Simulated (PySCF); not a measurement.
C4H6BrF, SMILES C(/CCBr)=C\F.

Coordinates come from a PBE0-D3(BJ)/def2-SVP optimisation. The structure was generated by enumeration; whether it is a known compound was not checked. The values are those of a single conformer.

Calculation: r2SCAN/def2-TZVP (PySCF).

Isolated molecule, no solvent.

**Question.** Estimate the frontier levels, gap, dipole moment and polarisability. (The exact figures need the calculation; the answer reports its results.)

**Answer.** 
```yaml
highest_occupied_level: -6.51 eV
lowest_empty_level: -0.85 eV
orbital_gap: 5.66 eV
dipole_moment: 0.55 D
quadrupole, principal values (traceless, Buckingham form, about the centre of nuclear charge): -11.72, 3.23, 8.49 D·Å
mean_static_polarisability: 68.8 bohr³ (10.20 Å³)
polarisability_principal_values: 49.6, 63.3, 93.5 bohr³
```
